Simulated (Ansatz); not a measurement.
Cost and result up the ladder for Ga₁₂N₁₂H₃₂, a nanocrystal cut from zinc blende GaN (hydrogen-capped) (56 atoms). Charge 0, multiplicity 1. Geometry: PBE-D4/def2-SVP.

```xyz
56

N    -3.3737   -1.0768    1.0654
N    -0.6467    3.2522    2.0265
N     2.3183    1.4119    1.9638
N    -0.7883   -3.0099    1.0724
N     2.0311   -1.7025    1.5148
N    -0.5382    0.0654    1.6410
N    -2.1076    0.6739   -1.0827
N     0.6677    1.9973   -0.6586
N     0.4876   -1.1982   -1.1503
N    -2.3805   -2.3067   -1.6445
N     3.2795    0.2296   -0.6501
N     1.4026    0.7315   -3.5497
Ga   -1.5270    1.5198    2.5833
Ga   -1.6195   -1.5252    2.0300
Ga   -3.4035   -0.7900   -0.8912
Ga    1.1974   -0.2171    2.4948
Ga   -0.3086    3.6001    0.0438
Ga    2.4613    1.9514    0.0216
Ga    1.0216   -3.4229    1.9241
Ga   -0.5593   -2.8324   -0.8585
Ga    2.2717   -1.5396   -0.4286
Ga   -0.2869    0.3589   -0.2692
Ga    0.6745    2.3987   -2.6227
Ga    0.5714   -1.0659   -3.1389
H    -4.1065   -1.7356    1.3663
H    -3.6354   -0.1695    1.4979
H    -1.3232    3.9874    2.2863
H     0.1733    3.4666    2.6114
H     3.2670    1.2670    2.3421
H     1.9726    2.2158    2.5078
H    -1.3249   -3.8708    1.2646
H     2.9546   -1.8887    1.9386
H    -2.4529    1.5605   -0.6752
H    -1.9357    0.9136   -2.0746
H    -2.9653   -3.1495   -1.7416
H    -2.1325   -2.0385   -2.6163
H     4.2077    0.1088   -0.2163
H     3.5043    0.3357   -1.6502
H     2.4314    0.6900   -3.5303
H     1.1903    0.8988   -4.5460
H    -1.3708    1.3863    4.1544
H    -2.9935    1.6223    1.9284
H    -2.0079   -1.8095    3.5314
H    -4.8399   -0.5940   -1.5056
H     1.2534   -0.3241    4.0666
H     0.6344    4.8742   -0.0197
H    -1.7952    3.5909   -0.5370
H     3.4593    3.1580   -0.1577
H     0.8018   -3.4957    3.4928
H     1.6859   -4.5893    1.0798
H    -0.1182   -4.1420   -1.6178
H     3.1542   -2.6595   -1.1012
H    -0.8299    2.4200   -3.1528
H     1.7124    3.5578   -2.9320
H    -0.9350   -0.9094   -3.6845
H     1.5193   -2.1810   -3.7462
```

Ansatz on 11 threads of AMD EPYC 7R13 on a shared host and a whole NVIDIA H100 80GB HBM3. Times are rough, and most runs start from the orbitals of an earlier one. PBE0-D4/def2-TZVP serves as the yardstick here, not as an exact answer. Differences are given only for rows in sets of like size (and for xTB, whose basis is part of the method), since another set adds its own error. Binding counts from free atoms at the same level (N quartet, Ga doublet, H doublet; other spins of the atoms weren't run), without zero-point energy or a counterpoise term.

Single mean-field runs in def2-SVP, def2-TZVP are fitted with def2-universal-jkfit.

```json
{"level": "PBE0-D4/def2-SVP", "functions": "712", "wall time": "8 s"}
{"level": "PBE-D4/def2-SVP", "functions": "712", "wall time": "8.5 s"}
{"level": "PBE-D4/def2-TZVP", "functions": "1140", "wall time": "9 s"}
{"level": "r2SCAN-D4/def2-TZVP (with forces)", "functions": "1140", "wall time": "10 s"}
{"level": "PBE0-D4/def2-TZVP (with forces)", "functions": "1140", "wall time": "14 s"}
```

Q: Estimate what each level gives for the binding energy per atom (eV).

A: 
```
                            level  binding energy per atom (eV)  difference from PBE0-D4/def2-TZVP (eV)
                 PBE0-D4/def2-SVP                          3.29                                       –
                  PBE-D4/def2-SVP                          3.34                                       –
                 PBE-D4/def2-TZVP                          3.30                                    0.05
r2SCAN-D4/def2-TZVP (with forces)                          3.27                                    0.01
  PBE0-D4/def2-TZVP (with forces)                          3.26                                    0.00
```
